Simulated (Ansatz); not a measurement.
Z-matrix (Å, degrees):
```
Zr
O 1 1.910
O 1 1.910 2 110.0
O 1 1.910 2 110.0 3 121.2
Br 1 2.543 2 109.0 3 -119.4
H 2 0.952 1 165.0 3 -125.4
H 3 0.952 1 165.0 2 -4.1
H 4 0.952 1 165.0 2 -125.4
```

Charge 0, multiplicity 1. Zr: def2 effective core potential.

(1) List the r2SCAN/def2-TZVPP orbital energies in eV (the Gaussian-basis code of Ansatz). (Best estimate.)

Answers

(1) Ansatz gave: Occupied: -13121.01, -1694.24, -1524.97, -1524.95, -1524.95, -515.79, -515.79, -515.79, -233.89, -174.02, -173.96, -173.96, -67.88, -67.86, -67.86, -67.81, -67.81, -57.00, -34.13, -34.13, -33.80, -25.53, -25.24, -25.24, -18.86, -12.96, -12.82, -12.82, -8.95, -8.95, -8.63, -8.29, -8.29, -7.95, -7.89, -7.02, -7.02. Lowest empty: -0.99, -0.99, -0.54, -0.32, -0.06, -0.06, 0.82, 0.82.
